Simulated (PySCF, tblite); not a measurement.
Isomers of C8H13ClO, one GFN2-xTB conformer each. Single-point energies are computed at PBE0/pcSseg-1 (PySCF, gas phase, no added dispersion term), electronic only.

```json
{"SMILES": "C=C[C@@]1(Cl)CC[C@@H]1COC", "GFN2-xTB relative energy (kJ/mol)": "187.7"}
{"SMILES": "C=C[C@@H](CC(C)C)C(=O)Cl", "GFN2-xTB relative energy (kJ/mol)": "124.0"}
{"SMILES": "C=C[C@@](C)(CCC)C(=O)Cl", "GFN2-xTB relative energy (kJ/mol)": "129.6"}
{"SMILES": "C=C[C@@H](C)C(C)(C)C(=O)Cl", "GFN2-xTB relative energy (kJ/mol)": "121.4"}
{"SMILES": "C[C@@H]1[C@@H](C(=O)Cl)CC[C@@H]1C", "GFN2-xTB relative energy (kJ/mol)": "0.0"}
```

Conformers: `[CH2:1]=[CH:2][C@@:3]1([Cl:4])[CH2:5][CH2:6][C@@H:7]1[CH2:8][O:9][CH3:10]` with C1–C2–C3–Cl4 101°, C6–C7–C8–O9 80°, C7–C8–O9–C10 -175°, C2–C3–C5–C6 133°, C3–C5–C6–C7 -9°, C5–C6–C7–C8 131°, C2–C3–C7–C6 -131°; `[CH2:1]=[CH:2][C@@H:3]([CH2:4][CH:5]([CH3:6])[CH3:7])[C:8](=[O:9])[Cl:10]` with C1–C2–C3–C4 121°, C2–C3–C4–C5 175°, C3–C4–C5–C6 61°, C2–C3–C8–O9 114°; `[CH2:1]=[CH:2][C@@:3]([CH3:4])([CH2:5][CH2:6][CH3:7])[C:8](=[O:9])[Cl:10]` with C1–C2–C3–C4 -122°, C2–C3–C5–C6 175°, C3–C5–C6–C7 -175°, C2–C3–C8–O9 115°; `[CH2:1]=[CH:2][C@@H:3]([CH3:4])[C:5]([CH3:6])([CH3:7])[C:8](=[O:9])[Cl:10]` with C1–C2–C3–C4 131°, C2–C3–C5–C6 64°, C3–C5–C8–O9 123°; `[CH3:1][C@@H:2]1[C@@H:3]([C:4](=[O:5])[Cl:6])[CH2:7][CH2:8][C@@H:9]1[CH3:10]` with C2–C3–C4–O5 92°, C1–C2–C3–C4 92°, C2–C3–C7–C8 -4°, C3–C7–C8–C9 28°, C7–C8–C9–C10 80°.

**Question.** What does PBE0/pcSseg-1 give for the same structures?

**Answer.** 
```
                           SMILES  PBE0/pcSseg-1 E (Eh)  PBE0/pcSseg-1 (kJ/mol)  GFN2-xTB (kJ/mol)  point group
C[C@@H]1[C@@H](C(=O)Cl)CC[C@@H]1C            -847.44760                     0.0                0.0           C1
       C=C[C@@H](C)C(C)(C)C(=O)Cl            -847.41471                    86.3              121.4           C1
         C=C[C@@H](CC(C)C)C(=O)Cl            -847.41409                    88.0              124.0           C1
          C=C[C@@](C)(CCC)C(=O)Cl            -847.41181                    94.0              129.6           C1
        C=C[C@@]1(Cl)CC[C@@H]1COC            -847.35946                   231.4              187.7           C1
```

Both levels put the same isomer lowest; measured from each level's own lowest isomer, the values differ by up to 43.7 kJ/mol (C=C[C@@]1(Cl)CC[C@@H]1COC: 187.7 against 231.4). As drawn, the lowest has a C=O bond, which the highest lacks; the highest has a four-membered ring and a C=C bond outside aromatic rings, which the lowest lacks. Neighbours under 10 kJ/mol apart (C=C[C@@H](C)C(C)(C)C(=O)Cl and C=C[C@@H](CC(C)C)C(=O)Cl; C=C[C@@H](CC(C)C)C(=O)Cl and C=C[C@@](C)(CCC)C(=O)Cl) can change places with a better method, another conformer or zero-point energy.

**Question.** Which frontier levels, dipoles and rotational constants go with these structures?

**Answer.** 
```json
{"SMILES": "C[C@@H]1[C@@H](C(=O)Cl)CC[C@@H]1C", "HOMO (eV, PBE0/pcSseg-1)": "-8.38", "LUMO (eV)": "-0.87", "dipole (D)": "3.34", "A, B, C (MHz)": "1930, 796.7, 634.7"}
{"SMILES": "C=C[C@@H](C)C(C)(C)C(=O)Cl", "HOMO (eV, PBE0/pcSseg-1)": "-7.85", "LUMO (eV)": "-0.97", "dipole (D)": "3.05", "A, B, C (MHz)": "1592, 825.1, 769.6"}
{"SMILES": "C=C[C@@H](CC(C)C)C(=O)Cl", "HOMO (eV, PBE0/pcSseg-1)": "-7.90", "LUMO (eV)": "-1.15", "dipole (D)": "2.96", "A, B, C (MHz)": "1257, 807.4, 667.4"}
{"SMILES": "C=C[C@@](C)(CCC)C(=O)Cl", "HOMO (eV, PBE0/pcSseg-1)": "-7.83", "LUMO (eV)": "-1.14", "dipole (D)": "3.00", "A, B, C (MHz)": "1168, 904.3, 803.3"}
{"SMILES": "C=C[C@@]1(Cl)CC[C@@H]1COC", "HOMO (eV, PBE0/pcSseg-1)": "-7.35", "LUMO (eV)": "-0.40", "dipole (D)": "0.84", "A, B, C (MHz)": "1551, 703.5, 690.3"}
```

**Question.** What happens when harmonic zero-point energies from GFN2-xTB frequencies are added?

**Answer.** 
| SMILES | ZPE (kJ/mol) | electronic (kJ/mol) | with ZPE (kJ/mol) |
| --- | --- | --- | --- |
| C[C@@H]1[C@@H](C(=O)Cl)CC[C@@H]1C | 512.2 | 0.0 | 0.0 |
| C=C[C@@H](C)C(C)(C)C(=O)Cl | 499.6 | 86.3 | 73.7 |
| C=C[C@@H](CC(C)C)C(=O)Cl | 501.3 | 88.0 | 77.1 |
| C=C[C@@](C)(CCC)C(=O)Cl | 500.6 | 94.0 | 82.4 |
| C=C[C@@]1(Cl)CC[C@@H]1COC | 500.5 | 231.4 | 219.7 |

The zero-point energies span 12.6 kJ/mol. The order is unchanged.
